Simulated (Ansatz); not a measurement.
`CO[SiH](F)CC[SiH2]F`, relaxed with RKS PBE0-D4/def2-TZVP in Ansatz 0.2.0 from a PBE-D4/def2-SVP geometry. The force threshold is 0.005 eV/Å; the program also tests the step.

The species carries charge 0 and has multiplicity 1.

Start:

```xyz
18

C    -2.283    1.392   -0.516
O    -1.139    0.555   -0.499
Si    0.336    0.867   -1.210
F     0.984    2.222   -0.537
C     1.403   -0.609   -0.800
C     1.611   -0.850    0.711
Si    0.080   -1.338    1.714
F    -0.832   -2.364    0.806
H    -3.130    0.836   -0.065
H    -2.120    2.321    0.073
H    -2.570    1.681   -1.553
H     0.188    1.165   -2.675
H     0.921   -1.494   -1.272
H     2.380   -0.478   -1.317
H     2.053    0.049    1.196
H     2.350   -1.667    0.864
H     0.533   -2.105    2.928
H    -0.767   -0.183    2.153
```

(1) By how much does the energy fall, and how many steps does the optimiser take? (An estimate is asked.)

(2) Which bonds change most? (Estimate.)

(3) Give the relaxed structure. (Estimate.)

Answers

(1) Ansatz gave: 0.14 eV, in 16 steps.

(2) Ansatz gave: Si3–F4 from 1.645 to 1.604 Å; O2–Si3 from 1.667 to 1.626 Å; Si7–F8 from 1.646 to 1.605 Å; C6–Si7 from 1.894 to 1.869 Å.

(3) Computed: 
```xyz
18

C    -2.304    1.439   -0.598
O    -1.188    0.579   -0.542
Si    0.291    0.871   -1.153
F     0.923    2.160   -0.440
C     1.340   -0.610   -0.789
C     1.616   -0.886    0.697
Si    0.159   -1.372    1.762
F    -0.733   -2.448    0.975
H    -3.188    0.869   -0.312
H    -2.185    2.278    0.094
H    -2.454    1.835   -1.609
H     0.208    1.212   -2.596
H     0.849   -1.473   -1.253
H     2.286   -0.477   -1.328
H     2.081   -0.013    1.171
H     2.349   -1.696    0.789
H     0.661   -2.036    2.995
H    -0.711   -0.234    2.139
```
